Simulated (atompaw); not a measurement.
# Pseudopotential generation for Cl (Z = 17): PAW (atompaw), LDA (PW92), scalar-relativistic.

```json
{"Element": "Cl (Z = 17)", "Generator": "atompaw 4.2.0.5", "Type": "PAW", "Functional": "LDA (PW92)", "Relativity": "scalar-relativistic", "Frozen core": "[Ne]", "Valence charge": "7", "Reference configuration": "3s2 3p5", "Partial waves": "3s (bound): rc 1.35 bohr; 3s channel at -0.75 Ry: rc 1.60 bohr; 3p (bound): rc 1.60 bohr; 3p channel at -0.15 Ry: rc 1.60 bohr", "Local potential": "bessel scheme, radius 1.25 bohr", "Core correction": "smooth core density matched at 1.00 bohr", "Augmentation charge": "besselshape compensation charge, radius 1.35 bohr; PAW radius 1.60 bohr; waves and projectors: custom polynom2 7 10 vanderbiltortho"}
```

All-electron outer shells of the reference configuration (LDA (PW92), scalar-relativistic, ld1.x):

```
shell  level (eV)  outermost node (bohr)  outermost maximum (bohr)
   2s     -251.72                   0.12                      0.36
   2p     -191.62                      –                      0.30
   3s      -20.69                   0.56                      1.27
   3p       -8.70                   0.53                      1.43
```

(1) Estimate the cutoffs (Ry, on a coarse ladder) from which the occupation-weighted sum of valence levels, in a spherical-Bessel basis at the reference potential, stays within 10 and 1 mRy of its value at 400 Ry.

(2) Does the potential have ghost states?

(3) Is the overlap operator S = 1 + Σ q|β⟩⟨β| positive definite (Bessel basis up to 400 Ry)?

## Answers

(1) 18 Ry and 25 Ry.

(2) No extra level below or beside the all-electron valence levels (s, p, d, f tested).

(3) Yes: its lowest eigenvalue is 0.10 (s channel).
